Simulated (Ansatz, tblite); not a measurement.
Cost and result up the ladder for (CdS)2 ring (Cd2S2) (4 atoms). The state is a singlet with charge 0. Geometry: r2SCAN-D4/def2-SVP.

```tsv
atom	x (Å)	y (Å)	z (Å)
Cd1	-1.2139	0.6537	-0.1507
S2	0.4776	1.2402	1.5328
Cd3	1.2139	-0.6537	0.1507
S4	-0.4776	-1.2402	-1.5328
```

Ansatz on 2 threads of Arm Neoverse V2 on a shared host; xTB runs through tblite on one thread. Times are rough, summed over both states, and most runs start from the orbitals of an earlier one. PBE0-D4/def2-TZVP serves as the yardstick here, not as an exact answer. The other state is a doublet.

In the def2 sets Cd takes a core potential; there is no spin–orbit coupling. The xTB rows come from tblite.

Raw xTB energies of ions are shifted by several eV.

```
                          level  functions  wall time
                       GFN2-xTB         26    0.004 s
                       GFN1-xTB         26    0.005 s
               PBE-D4/def2-TZVP        154        8 s
            r2SCAN-D4/def2-TZVP        154       24 s
PBE0-D4/def2-TZVP (with forces)        154       25 s
```

(1) Estimate what each level gives for the vertical IE (eV).

## Answers

(1) 
```tsv
level	vertical IE (eV)	difference from PBE0-D4/def2-TZVP (eV)
GFN2-xTB	13.14	4.99
GFN1-xTB	12.48	4.32
PBE-D4/def2-TZVP	8.01	-0.15
r2SCAN-D4/def2-TZVP	8.07	-0.08
PBE0-D4/def2-TZVP (with forces)	8.16	0.00
```
